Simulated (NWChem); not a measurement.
System: sulfur difluoride (SF2); SMILES S(F)F

The following NWChem deck was run.

```
start job
memory heap 200 mb stack 900 mb global 1100 mb
geometry units angstroms noautoz
  F      1.227542     0.000000    -0.496096
  S      0.000000     0.000000     0.548457
  F     -1.227542     0.000000    -0.496096
end
basis spherical
  * library def2-tzvpd
end
dft
  xc slater vwn_5
  iterations 150
  mulliken
end
task dft energy
```

Geometry: optimised at PBE0/def2-SVP.

Give the results of this calculation. (LDA (Slater exchange, VWN5)/def2-TZVPD.) Quantities: energy (Ha); highest occupied level (eV); orbital gap (eV); dipole (D).


- energy (Ha) = -595.32
- highest occupied level (eV) = -6.04
- orbital gap (eV) = 2.71
- dipole (D) = 0.96
